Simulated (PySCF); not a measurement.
Vertical excitations of a molecule C7H7, multiplicity 2 from PySCF with TDA-LC-ωPBE/def2-SVPD, as energy in eV (oscillator strength): 2.52 (0.001), 3.58 (0.000), 4.08 (0.000), 4.87 (0.004), 5.34 (0.001), 5.93 (0.001), 6.54 (0.003), 6.66 (0.002), 6.80 (0.037), 6.91 (0.003). The structure is a stationary point at ωB97X-D3(BJ)/def2-SVP. One conformer was computed; it need not be the lowest.

Task: Which structure fits?
A) [CH2]c1ccccc1
B) Cc1[c]cccc1
C) C1=CC2C=C[C]1C2
D) [C]1=CC2C=CC1C2

Result: D, [C]1=CC2C=CC1C2
